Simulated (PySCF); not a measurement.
Simulation results for B2H6N2

Computed with PySCF 2.14.0. Calculation on a computer-drawn molecule: the log of a Hartree-Fock and frozen-core CCSD(T) single point meant for a local Hartree-Fock minimum, with one planted fault or none, to be diagnosed. Offsets are logged minus clean, where the clean run is the same molecule without the fault. The reference is restricted for singlets and unrestricted otherwise, and also for a bond in bohr or an excited solution. Adding or removing an electron swaps singlet and doublet. The excited solution moves the top pair (singlet) or top alpha electron (doublet) to the lowest empty orbital. Highest occupied and lowest empty are orbital energies over both spins, largest force is the largest gradient component, triples share is (T) over the correlation energy, the T1 limit is 0.02 restricted and 0.045 unrestricted, electrons count all cores, a negative frequency is imaginary (commonest isotopes), and the dipole is about the centre of nuclear charge.

```json
{"formula": "B2H6N2", "logged_structure": {"atoms_angstrom": [["B", -2.8749, -0.0949, -1.3991], ["N", -2.2596, 0.4698, -0.2717], ["B", -2.6319, 1.6438, 0.495], ["N", -3.7412, 2.4365, 0.1933], ["H", -3.8648, 0.4033, -1.8665], ["H", -2.4104, -1.0829, -1.9026], ["H", -1.4403, 0.002, 0.0615], ["H", -1.9468, 1.9447, 1.4369], ["H", -4.363, 2.2615, -0.5672], ["H", -3.976, 3.2383, 0.7367]]}, "given": {"meant_charge": 0, "meant_multiplicity": 1, "meant_basis": "cc-pVDZ", "logged_electrons": 30, "logged_basis_functions": 86, "logged_SCF_converged": "yes", "logged_spin_squared": 0.0, "logged_highest_occupied [eV]": -2.5617, "logged_lowest_empty [eV]": -5.5404, "logged_largest_force [hartree/bohr]": 0.14413, "logged_CC_converged": "no", "logged_dipole_magnitude [debye]": 6.3905, "logged_SCF_stable_within_its_kind": "no", "logged_energy_HF [hartree]": -161.2408, "possible_faults": "no fault, one electron removed, one electron added, multiplicity raised by two, geometry at a saddle point, SCF held on an excited solution, minimal basis STO-3G, one bond length entered in bohr, all coordinates scaled", "drawn_bonds_atom": [1, 2, 3, 1, 1, 2, 3, 4, 4], "drawn_bonds_other_atom": [2, 3, 4, 5, 6, 7, 8, 9, 10], "drawn_bonds_order": [1, 1, 1, 1, 1, 1, 1, 1, 1]}, "results": {"planted_fault": "SCF held on an excited solution", "HF_energy_offset_from_clean_run [kcal/mol]": 404.4}, "notes": ["CCSD not converged"]}
```
